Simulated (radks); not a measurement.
Values are calculated unless marked as measured or tabulated.
Problem. Ta3+, 70 electrons, occupied as [Xe] 4f14 5d1 7s1 (not the ground configuration). Level of theory: Dirac Kohn-Sham, BLYP, spin-unpolarised, spherical densities, finite nucleus; open shells fill j = l - 1/2 first; Fermi nuclear charge, rms radius 5.3507 fm (a radial shooting solver on a logarithmic mesh with Libxc functionals). Some entries of the table are withheld. Estimate them.

orbital,occ.,eigenvalue (hartree),<1/r> (bohr^-1),<r> (bohr)
1s1/2,2,-2473.120,85.40,0.01867
2s1/2,2,-425.7464,20.74,0.07834
2p1/2,2,(1),20.72,0.06487
2p3/2,4,(2),17.50,0.07271
3s1/2,2,-98.52713,7.612,0.2043
3p1/2,2,-90.19390,7.529,0.1942
3p3/2,4,-80.14251,6.699,0.2088
3d3/2,4,(3),6.592,(4)
3d5/2,6,(5),6.394,(6)
4s1/2,2,-21.12143,3.195,0.4587
4p1/2,2,-17.68322,(7),0.4644
4p3/2,4,-15.36772,(8),0.4976
4d3/2,4,-9.71042,(9),0.5165
4d5/2,6,-9.28512,(10),0.5280
5s1/2,2,-3.97349,1.232,1.092
5p1/2,2,-2.96371,1.107,1.200
5p3/2,4,-2.62804,1.010,1.295
4f5/2,6,-2.25358,2.023,0.6301
4f7/2,8,-2.18043,1.993,0.6404
5d3/2,1,-1.30429,0.7384,1.733
5d5/2,0,-1.27050,0.7200,1.772
7s1/2,1,-0.55031,(11),4.996

Solution. 
(1) 2p1/2 eigenvalue (hartree): -407.0434
(2) 2p3/2 eigenvalue (hartree): -360.3518
(3) 3d3/2 eigenvalue (hartree): -66.03583
(4) 3d3/2 <r> (bohr): 0.1829
(5) 3d5/2 eigenvalue (hartree): -63.84606
(6) 3d5/2 <r> (bohr): 0.1874
(7) 4p1/2 <1/r> (bohr^-1): 3.085
(8) 4p3/2 <1/r> (bohr^-1): 2.796
(9) 4d3/2 <1/r> (bohr^-1): 2.578
(10) 4d5/2 <1/r> (bohr^-1): 2.508
(11) 7s1/2 <1/r> (bohr^-1): 0.2572
